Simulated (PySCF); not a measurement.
**How methods differ on the electron affinity of Bi**

Bi⁻ [Xe] 4f14 5d10 6s2 6p4 (3P) → Bi [Xe] 4f14 5d10 6s2 6p3 (4S), as a difference of total energies. Calculation: PySCF 2.14, in aug-cc-pwCVDZ-PP with ECP60MDF (6s5p4d1f, 48 functions); a scalar-relativistic core potential. Correlated levels: valence: 5s2 5p6 5d10 frozen; valence and next inner shell: nothing frozen outside the core potential. The calculations carry no spin-orbit coupling.

| method | electron affinity (eV) |
| --- | --- |
| UHF | -0.227 |
| LDA | 1.109 |
| PBE | 0.861 |
| PBE0 | 0.771 |
| r2SCAN | 0.765 |
| wB97X-V | 0.851 |
| wB97X | 1.089 |
| HSE06 | 0.836 |
| MN15 | 0.931 |
| MP2 (valence) | 0.311 |
| SCS-MP2 (valence) | 0.335 |
| MP2 (valence and next inner shell) | 0.349 |
| SCS-MP2 (valence and next inner shell) | 0.341 |

Spin-orbit coupling is strong in these open shells (close to jj coupling). The scalar numbers leave it out and a first-order estimate fails, so it can dominate the gap to the real levels.

Errors of the correlated levels include the incompleteness of this basis and the frozen core.

A negative affinity means that the anion lies above the atom at that level of theory.

In the anion the highest occupied orbital energy is positive at LDA, PBE, PBE0, r2SCAN, HSE06, MN15, a self-interaction effect; the basis confines that electron, and the energy difference can still be sensible.

For comparison: 0.942 eV (measured; photodetachment measurements, as compiled on the Wikipedia data page of electron affinities).
